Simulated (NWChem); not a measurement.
All runs are NWChem calculations. System: hexachlorodisilane (Cl6Si2), charge 0, spin multiplicity 1, at a geometry optimised with PBE/def2-SVP. Level: MP2/def2-SVP, 40 core orbitals frozen.

Job file:

```
start mol
memory heap 200 mb stack 900 mb global 1100 mb
geometry units angstroms nocenter noautoz
  Cl    -1.837645    -1.022489     1.686767
  Si    -1.172752    -0.030825     0.000000
  Cl    -1.914413     1.898069     0.000000
  Cl    -1.837645    -1.022489    -1.686767
  Si     1.172752     0.030825     0.000000
  Cl     1.837645     1.022489     1.686767
  Cl     1.914413    -1.898069     0.000000
  Cl     1.837645     1.022489    -1.686767
  symmetry group C2h
end
basis spherical
  * library def2-svp
end
scf
  rhf
  nopen 0
  maxiter 100
  thresh 1e-7
  semidirect memsize 60000000 filesize 0
end
mp2
  freeze core 40
end
task mp2 energy
```

Output (cleaned and shortened):

```
             Northwest Computational Chemistry Package (NWChem) 7.3.0
             --------------------------------------------------------

                                NWChem Input Module
                                -------------------

 Scaling coordinates for geometry "geometry" by  1.889725989
 (inverse scale =  0.529177249)

 Turning off AUTOSYM since
 SYMMETRY directive was detected!

                             Geometry "geometry" -> ""
                             -------------------------

 Output coordinates in angstroms (scale by  1.889725989 to convert to a.u.)

  No.       Tag          Charge          X              Y              Z
 ---- ---------------- ---------- -------------- -------------- --------------
    1 Cl                  17.0000    -1.83764500    -1.02248900     1.68676700
    2 Si                  14.0000    -1.17275200    -0.03082500     0.00000000
    3 Cl                  17.0000    -1.91441300     1.89806900     0.00000000
    4 Cl                  17.0000    -1.83764500    -1.02248900    -1.68676700
    5 Si                  14.0000     1.17275200     0.03082500     0.00000000
    6 Cl                  17.0000     1.83764500     1.02248900     1.68676700
    7 Cl                  17.0000     1.91441300    -1.89806900     0.00000000
    8 Cl                  17.0000     1.83764500     1.02248900    -1.68676700

 Effective nuclear repulsion energy (a.u.)    1194.5716950131

            Nuclear Dipole moment (a.u.)
            ----------------------------
        X                 Y               Z
 ---------------- ---------------- ----------------
     0.0000000000     0.0000000000     0.0000000000

      Symmetry information
      --------------------

 Group name             C2h
 Group number             21
 Group order               4
 No. of unique centers     3

      Symmetry unique atoms

     1    2    3


 Summary of "ao basis" -> "" (spherical)
 ------------------------------------------------------------------------------
       Tag                 Description            Shells   Functions and Types
 ---------------- ------------------------------  ------  ---------------------
 *                          def2-svp                  on all atoms

 Summary of "ao basis" -> "ao basis" (spherical)
 ------------------------------------------------------------------------------
       Tag                 Description            Shells   Functions and Types
 ---------------- ------------------------------  ------  ---------------------
 Cl                         def2-svp                 8       18   4s3p1d
 Si                         def2-svp                 8       18   4s3p1d

                                 NWChem SCF Module
                                 -----------------

  ao basis        = "ao basis"
  functions       =   144
  atoms           =     8
  closed shells   =    65
  open shells     =     0
  charge          =   0.00
  wavefunction    = RHF
  use symmetry    = T
  symmetry adapt  = T

 Summary of "ao basis" -> "ao basis" (spherical)
 ------------------------------------------------------------------------------
       Tag                 Description            Shells   Functions and Types
 ---------------- ------------------------------  ------  ---------------------
 Cl                         def2-svp                 8       18   4s3p1d
 Si                         def2-svp                 8       18   4s3p1d

      Symmetry analysis of basis
      --------------------------

        ag         44
        au         28
        bg         28
        bu         44

 Forming initial guess at       0.1s

      Superposition of Atomic Density Guess
      -------------------------------------

 Sum of atomic energies:       -3333.41820387

      Non-variational initial energy
      ------------------------------

 Total energy =   -3335.269885
 1-e energy   =   -6997.341406
 2-e energy   =    2467.499826
 HOMO         =      -0.307810
 LUMO         =       0.033998

      Symmetry analysis of molecular orbitals - initial
      -------------------------------------------------

  Numbering of irreducible representations:

     1 ag          2 au          3 bg          4 bu

  Orbital symmetries:

     1 ag          2 bu          3 au          4 bu          5 bg
     6 ag          7 bu          8 ag          9 ag         10 bu
    11 au         12 bu         13 bg         14 ag         15 ag
    16 bu         17 au         18 bu         19 bg         20 ag
    21 ag         22 bu         23 bu         24 au         25 ag
    26 bg         27 bg         28 ag         29 au         30 bu
    31 bg         32 au         33 ag         34 bu         35 au
    36 bu         37 bg         38 ag         39 ag         40 bu
    41 ag         42 bu         43 au         44 bu         45 bg
    46 ag         47 ag         48 bu         49 au         50 bu
    51 ag         52 bg         53 ag         54 bu         55 bg
    56 ag         57 au         58 bu         59 au         60 bu
    61 bg         62 ag         63 au         64 bg         65 ag
    66 bu         67 bu         68 au         69 ag         70 bu
    71 ag         72 bg         73 ag         74 bu         75 ag

 Starting SCF solution at       0.6s

 ----------------------------------------------
         Quadratically convergent ROHF

 Convergence threshold     :          1.000E-07
 Maximum no. of iterations :          100
 Final Fock-matrix accuracy:          1.000E-09
 ----------------------------------------------

              iter       energy          gnorm     gmax       time
[...]
    6 -104.8238
    7  -68.9055
    8  -68.9054
    9  -10.5877
   10  -10.5877
   11  -10.5877
   12  -10.5877
   13  -10.5877
   14  -10.5877
   15   -8.0622
   16   -8.0622
   17   -8.0622
   18   -8.0622
   19   -8.0622
   20   -8.0622
   21   -8.0595
   22   -8.0595
   23   -8.0595
   24   -8.0595
   25   -8.0595
   26   -8.0595
   27   -8.0595
   28   -8.0595
   29   -8.0595
   30   -8.0595
   31   -8.0595
   32   -8.0595
   33   -6.2667
   34   -6.2665
   35   -4.3773
   36   -4.3773
   37   -4.3772
   38   -4.3772
   39   -4.3759
   40   -4.3752
   41   -1.1596
   42   -1.1508
   43   -1.1160
   44   -1.1160
   45   -1.1136
   46   -1.1136
   47   -0.7598
   48   -0.6891
   49   -0.5922
   50   -0.5922
   51   -0.5872
   52   -0.5780
   53   -0.5780
   54   -0.5202
   55   -0.5156
   56   -0.5156
   57   -0.5101
   58   -0.5101
   59   -0.4941
   60   -0.4941
   61   -0.4828
   62   -0.4828
   63   -0.4758
   64   -0.4728
   65   -0.4312
   66    0.0912
   67    0.0912
   68    0.1133
   69    0.1513
   70    0.1715
   71    0.2186
   72    0.2186
   73    0.2511
   74    0.3274
   75    0.4250

                       ROHF Final Molecular Orbital Analysis
                       -------------------------------------

 Vector   63  Occ=2.000000D+00  E=-4.757966D-01  Symmetry=au
              MO Center=  1.4D-11,  3.6D-13,  3.4D-16, r^2= 8.3D+00
   Bfn.  Coefficient  Atom+Function         Bfn.  Coefficient  Atom+Function
  ----- ------------  ---------------      ----- ------------  ---------------
    49      0.278333  3 Cl pz               121      0.278333  7 Cl pz
    12     -0.240952  1 Cl py                66      0.240952  4 Cl py
   102      0.240952  6 Cl py               138     -0.240952  8 Cl py
    46      0.196841  3 Cl pz               118      0.196841  7 Cl pz
     9     -0.170405  1 Cl py                63      0.170405  4 Cl py

 Vector   64  Occ=2.000000D+00  E=-4.728441D-01  Symmetry=bg
              MO Center=  2.5D-12,  3.8D-14, -1.1D-14, r^2= 8.4D+00
   Bfn.  Coefficient  Atom+Function         Bfn.  Coefficient  Atom+Function
  ----- ------------  ---------------      ----- ------------  ---------------
    49      0.277809  3 Cl pz               121     -0.277809  7 Cl pz
    12     -0.240498  1 Cl py                66      0.240498  4 Cl py
   102     -0.240498  6 Cl py               138      0.240498  8 Cl py
    46      0.198481  3 Cl pz               118     -0.198481  7 Cl pz
     9     -0.171824  1 Cl py                63      0.171824  4 Cl py

 Vector   65  Occ=2.000000D+00  E=-4.311767D-01  Symmetry=ag
              MO Center= -2.0D-12, -5.8D-14, -2.2D-15, r^2= 5.9D+00
   Bfn.  Coefficient  Atom+Function         Bfn.  Coefficient  Atom+Function
  ----- ------------  ---------------      ----- ------------  ---------------
    47      0.238967  3 Cl px               119     -0.238967  7 Cl px
    11      0.235995  1 Cl px                65      0.235995  4 Cl px
   101     -0.235995  6 Cl px               137     -0.235995  8 Cl px
    26     -0.229837  2 Si px                80      0.229837  5 Si px
    21     -0.181356  2 Si s                 75     -0.181356  5 Si s

 Vector   66  Occ=0.000000D+00  E= 9.123320D-02  Symmetry=bu
              MO Center=  2.4D-14,  7.1D-14,  3.9D-13, r^2= 4.3D+00
   Bfn.  Coefficient  Atom+Function         Bfn.  Coefficient  Atom+Function
  ----- ------------  ---------------      ----- ------------  ---------------
    30      0.694392  2 Si py                84      0.694392  5 Si py
    40     -0.325841  3 Cl s                112      0.325841  7 Cl s
    48      0.238072  3 Cl py               120      0.238072  7 Cl py
    47     -0.226452  3 Cl px               119     -0.226452  7 Cl px
    27      0.197406  2 Si py                81      0.197406  5 Si py

 Vector   67  Occ=0.000000D+00  E= 9.123428D-02  Symmetry=au
              MO Center=  3.8D-14, -7.1D-14,  2.1D-14, r^2= 4.3D+00
   Bfn.  Coefficient  Atom+Function         Bfn.  Coefficient  Atom+Function
  ----- ------------  ---------------      ----- ------------  ---------------
    31      0.694635  2 Si pz                85      0.694635  5 Si pz
     4     -0.282185  1 Cl s                 58      0.282185  4 Cl s
    94     -0.282185  6 Cl s                130      0.282185  8 Cl s
    28      0.197473  2 Si pz                82      0.197473  5 Si pz
    12     -0.195615  1 Cl py                49     -0.196405  3 Cl pz

 Vector   68  Occ=0.000000D+00  E= 1.132925D-01  Symmetry=bu
              MO Center= -2.9D-14,  1.2D-15, -3.2D-15, r^2= 5.6D+00
   Bfn.  Coefficient  Atom+Function         Bfn.  Coefficient  Atom+Function
  ----- ------------  ---------------      ----- ------------  ---------------
    22      0.890572  2 Si s                 76     -0.890572  5 Si s
    21      0.710671  2 Si s                 75     -0.710671  5 Si s
    20      0.352324  2 Si s                 74     -0.352324  5 Si s
    29      0.299905  2 Si px                83      0.299905  5 Si px
    48      0.297921  3 Cl py               120      0.297921  7 Cl py

 center of mass
 --------------
 x =   0.00000000 y =   0.00000000 z =   0.00000000

 moments of inertia (a.u.)
 ------------------
        2843.366723480204         -38.256416992247           0.000000000000
         -38.256416992247        4298.125402216750           0.000000000000
           0.000000000000           0.000000000000        4299.131355717254

  Mulliken analysis of the total density
  --------------------------------------

    Atom       Charge   Shell Charges
 -----------   ------   -------------------------------------------------------
    1 Cl  17    17.29   2.00  1.99  1.21  0.76  5.94  2.09  3.28  0.02
    2 Si  14    13.12   2.00  1.99  1.05 -0.11  5.94  1.12  0.74  0.40
    3 Cl  17    17.29   2.00  1.99  1.21  0.76  5.94  2.09  3.28  0.02
    4 Cl  17    17.29   2.00  1.99  1.21  0.76  5.94  2.09  3.28  0.02
    5 Si  14    13.12   2.00  1.99  1.05 -0.11  5.94  1.12  0.74  0.40
    6 Cl  17    17.29   2.00  1.99  1.21  0.76  5.94  2.09  3.28  0.02
    7 Cl  17    17.29   2.00  1.99  1.21  0.76  5.94  2.09  3.28  0.02
    8 Cl  17    17.29   2.00  1.99  1.21  0.76  5.94  2.09  3.28  0.02

       Multipole analysis of the density wrt the origin
       ------------------------------------------------

     L   x y z        total         open         nuclear
     -   - - -        -----         ----         -------
     0   0 0 0     -0.000000      0.000000    130.000000

     1   1 0 0     -0.000000      0.000000      0.000000
     1   0 1 0     -0.000000      0.000000      0.000000
     1   0 0 1      0.000000      0.000000      0.000000

     2   2 0 0    -77.846603      0.000000   1402.538393
     2   1 1 0     -0.015151      0.000000     18.701284
     2   1 0 1      0.000000      0.000000      0.000000
     2   0 2 0    -77.265640      0.000000    691.394268
     2   0 1 1     -0.000000      0.000000      0.000000
     2   0 0 2    -77.265128      0.000000    690.902519

                   NWChem MP2 Semi-direct Energy/Gradient Module
                   ---------------------------------------------

  Basis functions       =    144
  Molecular orbitals    =    144
  Frozen core           =     40
  Frozen virtuals       =      0
  Active alpha occupied =     25
  Active beta occupied  =     25
  Active alpha virtual  =     79
  Active beta virtual   =     79
  Use MO symmetry       = T
  Use skeleton AO sym   = T

  AO/Fock/Back tols     =   1.0D-09  1.0D-09  1.0D-09

 GA uses MA = F    GA memory limited = T

 Available:
  local mem=  1.26D+08
 global mem=  1.44D+08
 local disk=  0.00D+00
  mp2_memr nvloc                    79
  nvloc new                    79
   1 passes of  25:        3145728                      92663                  57146578.
   1 passes of  25: M    126135894           G      144137728           F     122990166.

 Semi-direct pass number   1 of   1  for RHF alpha+beta  at        1.7s
  vrange nnbf                  8505
  mp2_eaftype                   217  avail_ma_in_mb                  1099
 EAF : mp2_eaftype filesize         217   28573289.
  mp2_eaf for mointskh                    217
Node 0 wrote    134.4 Mb in      0.1 s     Agg I/O rate:  1408.6 Mb/s
 Done moints_semi at        6.0s
  mp2_eaftype                   217  avail_ma_in_mb                   882
 EAF : mp2_eaftype filesize         217   28573289.
  mp2_eaf for kh                   217
 Done maket at        6.4s
 Done multipass loop at        6.4s

          -------------------------------------------
          SCF energy               -3334.127113837837
          Correlation energy          -0.965624425471
          Singlet pairs               -0.569635486300
          Triplet pairs               -0.395988939171
          Total MP2 energy         -3335.092738263308
          -------------------------------------------

          ---------------------------------------------------
                    Spin Component Scaled (SCS) MP2
          Same spin pairs                     -0.263992626114
          Same spin scaling factor             0.333333333333
          Opposite spin pairs                 -0.701631799357
          Opposite spin scaling fact.          1.200000000000
          SCS-MP2 correlation energy          -0.929955701266
          Total SCS-MP2 energy             -3335.057069539103
          ---------------------------------------------------

 -----------------------
 Performance information
 -----------------------

 Timer overhead =  9.44D-08 seconds/call

               Nr. of calls         CPU time (s)                 Wall time (s)                GFlops
             ---------------    -------------------     ------------------------------   -------------------
Name         Min   Avg   Max    Min     Avg     Max     Min     Avg     Max   Mx/calls   Min     Max     Sum
mp2: moin     1     1     1    4.3     4.3     4.3      4.3     4.3     4.3     4.3      0.0     0.0     0.0
mp2: make     1     1     1   0.33    0.33    0.33     0.33    0.33    0.33    0.33      0.0     0.0     0.0
mp2: tota     1     1     1    4.7     4.7     4.7      4.7     4.7     4.7     4.7      0.0     0.0     0.0

 The average no. of pstat calls per process was 3.00D+00
 with a timing overhead of 2.83D-07s

 Task  times  cpu:        6.4s     wall:        6.4s

 Total times  cpu:        6.4s     wall:        6.4s
```
